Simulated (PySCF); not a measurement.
`O=C([SiH2][GeH3])C(F)(F)F`, C$_{2}$H$_{5}$F$_{3}$GeOSi

Molfile (atoms numbered from 1):
```
C2H5F3GeOSi
     RDKit          3D

 13 12  0  0  0  0  0  0  0  0999 V2000
    1.7176    0.5567   -1.9817 O   0  0  0  0  0  0  0  0  0  0  0  0
    1.1591    0.3848   -0.9356 C   0  0  0  0  0  0  0  0  0  0  0  0
   -0.3248    1.3596   -0.2142 Si  0  0  0  0  0  4  0  0  0  0  0  0
   -1.8085   -0.2863    0.5332 Ge  0  0  0  0  0  4  0  0  0  0  0  0
    1.5427   -0.8025   -0.0269 C   0  0  0  0  0  0  0  0  0  0  0  0
    0.6337   -1.7902   -0.1866 F   0  0  0  0  0  0  0  0  0  0  0  0
    2.7460   -1.3281   -0.2224 F   0  0  0  0  0  0  0  0  0  0  0  0
    1.4617   -0.4378    1.2669 F   0  0  0  0  0  0  0  0  0  0  0  0
    0.2676    2.1492    0.8664 H   0  0  0  0  0  0  0  0  0  0  0  0
   -0.7627    2.2213   -1.3088 H   0  0  0  0  0  0  0  0  0  0  0  0
   -2.1682   -1.3176   -0.4859 H   0  0  0  0  0  0  0  0  0  0  0  0
   -1.3513   -1.0342    1.7400 H   0  0  0  0  0  0  0  0  0  0  0  0
   -3.1174    0.3256    0.9379 H   0  0  0  0  0  0  0  0  0  0  0  0
  1  2  2  0
  2  3  1  0
  3  4  1  0
  2  5  1  0
  5  6  1  0
  5  7  1  0
  5  8  1  0
  3  9  1  0
  3 10  1  0
  4 11  1  0
  4 12  1  0
  4 13  1  0
M  END
```

Computed, not measured: PySCF 2.14.0, GIAO KT3/cc-pVDZ magnetisability, rotational g tensor and spin-rotation constants, non-relativistic, gas phase. Geometry: GFN2-xTB.

The calculation is non-relativistic, which matters for the atoms heavier than Zn.

(1) Give the nuclear spin-rotation constants along the inertial axes (H = +C I·J) beside the isotropic shieldings.

## Answers

(1) Rotational constants 1.8895, 0.7723, 0.6456 GHz. A star marks the isotopologue with that one atom substituted, in its own axes.
```
atom  isotope  Caa (kHz)  Cbb (kHz)  Ccc (kHz)  mean (kHz)  σ (ppm)
  F6      19F      2.284      1.018      0.784       1.362    254.3
  F7      19F      1.628      1.015      0.644       1.096    287.3
  F8      19F      2.111      1.146      0.627       1.295    264.1
  H9       1H     -0.172     -0.079      0.029      -0.074     27.5
 H10       1H     -0.171      0.012     -0.054      -0.071     28.1
 H11       1H     -0.176     -0.070      0.012      -0.078     28.5
 H12       1H     -0.167     -0.001     -0.046      -0.072     28.3
 H13       1H      0.044     -0.070     -0.062      -0.030     28.6
  O1     17O*     -1.278     -0.675     -0.206      -0.720   -365.7
  C2     13C*      0.739      0.418      0.197       0.452     -9.9
 Si3    29Si*     -0.853     -0.346     -0.323      -0.507    487.7
 Ge4    73Ge*     -0.378     -0.153     -0.130      -0.220   1820.7
  C5     13C*      0.486      0.235      0.175       0.298     76.4
```
For the geometry as given, no vibrational averaging.
